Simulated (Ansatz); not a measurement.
Consider the cleavage of the Si–Si bond: `O[SiH2][SiH]1CO1` + H–F → `F[SiH]1CO1` + `O[SiH3]`.

Calculated with Ansatz (gas phase, PBE0-D4/def2-TZVP geometries, no zero-point term in ΔE). CCSD(T)/CBS is the MP2 limit (def2-TZVPP, def2-QZVPP) plus CCSD(T) − MP2 in def2-TZVPP, frozen cores. This one scheme is used for every species. DFT in def2-TZVPP. B3LYP here is the variant with VWN-RPA as its local correlation; programs differ in this. Each species was taken in one conformer, which may not be the lowest.

```
             level  ΔE (kcal/mol)  difference from CCSD(T)/CBS
            PBE-D4          -27.9                          6.2
         r2SCAN-D4          -33.7                          0.4
           PBE0-D4          -29.9                          4.2
          B3LYP-D4          -34.2                         -0.1
           ωB97X-V          -34.8                         -0.7
           ωB97M-V          -35.7                         -1.6
            B2PLYP          -36.9                         -2.8
               PBE          -29.6                          4.5
            r2SCAN          -34.2                         -0.1
              PBE0          -31.4                          2.7
             B3LYP          -36.9                         -2.8
     HF/def2-TZVPP          -43.8                         -9.7
    MP2/def2-TZVPP          -35.6                         -1.5
SCS-MP2/def2-TZVPP          -37.5                         -3.4
   CCSD/def2-TZVPP          -36.0                         -1.9
CCSD(T)/def2-TZVPP          -34.5                         -0.4
     HF/def2-QZVPP          -44.5                        -10.4
    MP2/def2-QZVPP          -35.5                         -1.4
SCS-MP2/def2-QZVPP          -37.5                         -3.4
      HF/CBS(def2)          -44.5                        -10.4
     MP2/CBS(def2)          -35.1                         -1.0
    CCSD/CBS(def2)          -35.6                         -1.5
       CCSD(T)/CBS          -34.1                            0
```

Largest T1 diagnostic among the species: 0.014.

From PBE to PBE0 (25 % exact exchange), in def2-TZVPP and without D4, ΔE moves by −1.8 kcal/mol. The D4 term adds +2.7 kcal/mol with B3LYP and +1.5 kcal/mol with PBE0; it sums over pairs of atoms, weighted by their polarisabilities, and B3LYP, whose exchange is more repulsive, gets the larger term.
